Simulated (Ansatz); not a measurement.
Reaction (cleavage of the Si–Si bond): `N[Si](F)(F)[SiH3]` + `C1[SiH2][AsH]1` → `[SiH3][As]1C[SiH2]1` + `N[SiH](F)F`

Computed with Ansatz on PBE0-D4/def2-TZVP structures; ΔE is electronic, products minus reactants. CBS: MP2 limit from def2 TZ/QZ plus the TZ coupled-cluster correction, frozen cores. This one scheme is used for every species. DFT in def2-TZVPP. B3LYP here is the variant with VWN-RPA as its local correlation; programs differ in this. HSE06 is defined as in plane-wave codes. For As outer-core shells are correlated without core-valence functions, which leaves a few kJ/mol of doubt a bond. Scalar relativity is left out up to krypton. Each species was taken in one conformer, which may not be the lowest.

```csv
level,ΔE (kJ/mol),difference from CCSD(T)/CBS
LDA (SPW92),-40.4,13.3
BLYP-D4,-42.1,11.6
B97M-V,-41.3,12.4
B3LYP-D4,-45.5,8.2
r2SCAN0-D4,-50.6,3.1
HSE06-D4,-46.2,7.5
PBE,-38.5,15.2
PBE0,-43.6,10.1
B3LYP,-40.8,12.9
HSE06,-43.9,9.8
BHLYP,-45.9,7.8
HF/def2-SVP,-46.2,7.5
MP2/def2-SVP,-58.6,-4.9
HF/def2-QZVPP,-48.5,5.2
MP2/def2-QZVPP,-65.5,-11.8
CCSD/CBS(def2),-52.1,1.6
CCSD(T)/CBS,-53.7,0
```

Question: What do rigid-rotor, harmonic-oscillator terms from PBE0-D4/def2-TZVP frequencies (298.15 K, 1 bar) make of the CCSD(T)/CBS value? (Estimate.)

Answer: The calculation gave: ΔZPE = +3.7 kJ/mol, ΔH = -50.7 kJ/mol, ΔS = -5 J/(mol·K), ΔG = -49.3 kJ/mol.

Largest T1 diagnostic among the species: 0.012.

Leaving LDA and LC-ωPBE aside and taking each functional with its dispersion term where it has one, the values, not all of them listed here, spread over 13.0 kJ/mol, from PBE-QIDH to PBE-D4. At CCSD(T), def2-SVP lies +5.8 kJ/mol from the extrapolated value and def2-TZVPP +1.8 kJ/mol.
